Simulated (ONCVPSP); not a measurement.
**scandium (Sc): one change to an ONCV potential, before and after**

```
Element                 : Sc (Z = 21)
Generator               : ONCVPSP 4.0.1
Type                    : optimised norm-conserving Vanderbilt (ONCV)
Functional              : PBE
Relativity              : scalar-relativistic
Frozen core             : [Ne]
Valence charge          : 11
Reference configuration : 3s2 3p6 3d1 4s2
Partial waves           : 3s+4s: rc 1.50 bohr, ncon 4, nbas 8, qcut 10.5 1/bohr, 2 projectors; 3p: rc 1.15 bohr, ncon 4, nbas 7, qcut 5.8 1/bohr, 2 projectors, debl 2.3 Ha; 3d: rc 2.10 bohr, ncon 3, nbas 8, qcut 6 1/bohr, 2 projectors, debl 1.9 Ha; f scattering state at 0.03 Ha: rc 2.30 bohr, ncon 4, nbas 8, qcut 4.7 1/bohr, 2 projectors, debl 2.9 Ha
Local potential         : polynomial inside 0.95 bohr (lpopt 5, dvloc0 4 Ha)
Core correction         : polynomial model core, fcfact 0.55
```

Change: local potential polynomial inside 0.95 bohr (lpopt 5, dvloc0 -1 Ha).

Cutoffs: the cutoffs (Ha) at which the residual kinetic energy of the hardest occupied pseudo-wave falls to 1 and 0.1 mHa per electron; they do not see the model core or the augmentation charge, which bear on the density cutoff. Errors are all-electron minus pseudo energies relative to the spin-unpolarised reference configuration.

Q: How do hardness, ghosts and transferability respond?

A: The potential gets neither clearly harder nor softer (30 Ha and 93 Ha → 30 Ha and 93 Ha); the errors of the 3 common tests hardly move; neither file shows a bound ghost.

```tsv
quantity	base	changed
cutoff, loose	30 Ha	30 Ha
cutoff, tight	93 Ha	93 Ha
bound ghosts	none	none
GHOST(+) flags under 300 eV	none	f at 168.4 eV
tests with a reliable result	3 of 4	3 of 4
error for 3s2 3p6 3d1 4s1, meV [ΔE 6.90 eV]	-0.1	-0.1
error for 3s2 3p6 3d1 4s0, meV [ΔE 19.66 eV]	-1.5	-1.3
error for 3s2 3p6 3d1.5 4s1.5, meV [ΔE 0.68 eV]	+15	+15
s: phases at 1.52 bohr within 0.05 rad from the reference energy up to (Ha; the scan ends near 5)	to the end of the scan	to the end of the scan
p: phases at 1.16 bohr within 0.05 rad from the reference energy up to (Ha; the scan ends near 5)	to the end of the scan	to the end of the scan
d: phases at 2.13 bohr within 0.05 rad from the reference energy up to (Ha; the scan ends near 5)	to the end of the scan	4.4
f: phases at 2.33 bohr within 0.05 rad from the reference energy up to (Ha; the scan ends near 5)	4.2	4.2
rms error of d²Exc/dni dnj with the model core, mHa	0.76	0.76
```
